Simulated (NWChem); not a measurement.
System: GeH₃O₂Cl; SMILES [OH][GeH]([OH])[Cl]

NWChem input:

```
start job
memory heap 200 mb stack 900 mb global 1100 mb
geometry units angstroms noautoz
  Ge    -0.006508     0.409100     0.352666
  O     -1.383990     1.214410    -0.429134
  O      1.511616     1.129115    -0.255058
  Cl     0.094670    -1.707115    -0.186118
  H     -0.221599     0.573109     1.865287
  H     -1.239949     1.294550    -1.391563
  H      2.101499     0.422167    -0.580717
end
basis spherical
  * library aug-pcseg-1
end
dft
  xc xpbe96 cpbe96
  iterations 150
  mulliken
end
task dft energy
```

Structure relaxed at the PBE-D3(BJ)/def2-SVP level.

Problem. What results follow from this input? (PBE/aug-pcseg-1.) Quantities: basis functions; energy (Ha); highest occupied level (eV); orbital gap (eV); dipole (D).

Solution. 
| Item | Result |
|---|---|
| number of basis functions | 136 |
| energy (Ha) | -2688.63 |
| highest occupied level (eV) | -7.68 |
| orbital gap (eV) | 5.92 |
| dipole (D) | 0.77 |
